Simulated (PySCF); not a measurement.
Molecule: CH9FNSi2, charge 1, multiplicity 1. It need not be the lowest isomer of its formula. SMILES: [SiH3][NH2+][Si@H](C)F
Geometry from a B3LYP-D3(BJ)/def2-TZVP (Ansatz) optimisation:
```xyz
14

Si     0.7906     0.5767    -0.4113
C      1.7233    -0.9957    -0.3263
F      1.4631     1.7594     0.3987
N     -0.8047     0.3607     0.5521
Si    -1.9154    -1.0727     0.0712
H      0.3164     1.0379    -1.7186
H      1.2124    -1.7973    -0.8643
H      2.6988    -0.8565    -0.7993
H      1.8966    -1.3145     0.7035
H     -0.5738     0.2859     1.5471
H     -3.2247    -0.7433     0.6465
H     -1.2497    -2.2329     0.6751
H     -1.8715    -1.0563    -1.3973
H     -1.3321     1.2350     0.4730
```
Charge +1, spin multiplicity 1.

Dispersion corrections to the total energy (kcal/mol) from the dftd3 and dftd4 libraries through PySCF: D3(BJ) without and D4 with the three-body term, each with the damping fitted for the functional named.

| functional | D3(BJ) | D4 |
|---|---|---|
| CAM-B3LYP | -6.37 | -5.68 |
| PBE0 | -6.79 | -5.58 |
| PBE | -7.65 | -6.56 |
| LC-wPBE | ? | -7.32 |
| BHLYP | ? | -8.19 |
| PW6B95 | -4.23 | -5.50 |
| B2PLYP | ? | -4.59 |

Task: Complete the blanks.

Result: 
- LC-wPBE, D3(BJ): -7.53
- BHLYP, D3(BJ): -10.87
- B2PLYP, D3(BJ): -6.50
